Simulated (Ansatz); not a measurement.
Abridged output of a molecular run in Ansatz:

```
Functional definition: HF
1461 factors; integrals over basis functions are off by at most 1.1e-3 eV
mean field evaluation 1: about -14531.9822 eV, gradient 5.1e1 eV
mean field evaluation 2: about -14531.9837 eV, gradient 5.1e1 eV
mean field evaluation 4: about -14537.7554 eV, gradient 3.6e0 eV
mean field evaluation 8: about -14537.8021 eV, gradient 1.2e-4 eV
mean field -14537.80214827 eV, -534.2543748728 hartree, gradient 1.2e-6 eV, S^2 0.000000; 0 other end points of the search recorded, 0 dependent functions left out
10 core orbitals not correlated: weight in the atoms' cores, before any rotation towards them, 1.000 or more for the frozen orbitals, at most 0.000 for the correlated occupied ones
reference -14537.80214827 eV, -534.2543748728 hartree; 19, 19 occupied and 114, 114 virtual orbitals, 1461 factors
second order -24.46471293 eV of doubles, -0.00000000 eV of singles
cycle   1  -25.60519200 eV  change    -1.1e0 eV  update   9.3e-2
cycle   2  -26.18764186 eV  change   -5.8e-1 eV  update   2.7e-2
cycle   3  -26.28860529 eV  change   -1.0e-1 eV  update   1.1e-2
cycle   4  -26.28694891 eV  change    1.7e-3 eV  update   2.5e-3
cycle   5  -26.28726952 eV  change   -3.2e-4 eV  update   9.4e-4
cycle   6  -26.28729085 eV  change   -2.1e-5 eV  update   2.7e-4
cycle   7  -26.28720349 eV  change    8.7e-5 eV  update   1.0e-4
cycle   8  -26.28718996 eV  change    1.4e-5 eV  update   3.2e-5
perturbative correction -0.69637257 eV, -0.0255912201 hartree
Total energy: -14564.78571080 eV, -535.2460025056 hartree
```

Its atoms:

```xyz
17

C    -0.877    1.736   -0.945
C     0.275    1.261   -0.064
Si    0.246   -0.577    0.306
N     0.382   -1.362   -1.222
N     1.423   -0.808    1.542
N    -1.179   -1.266    0.966
H    -1.842    1.527   -0.475
H    -0.832    2.812   -1.134
H    -0.876    1.227   -1.912
H     0.265    1.795    0.892
H     1.235    1.513   -0.534
H     1.010   -1.004   -1.923
H     0.313   -2.366   -1.279
H     2.255   -0.242    1.558
H     1.610   -1.732    1.898
H    -1.414   -1.114    1.932
H    -1.995   -1.400    0.393
```

(1) Which basis set was used?
A. cc-pV(T+d)Z
B. cc-pV(Q+d)Z
C. def2-SVP
D. def2-TZVPPD

(2) Write the keys of the input that set method, charge and spin (a neutral closed shell needs none for the last two).

Answers

(1) C. It gives 143 functions.

(2) 
```yaml
correlation: {method: ccsd_t}
```
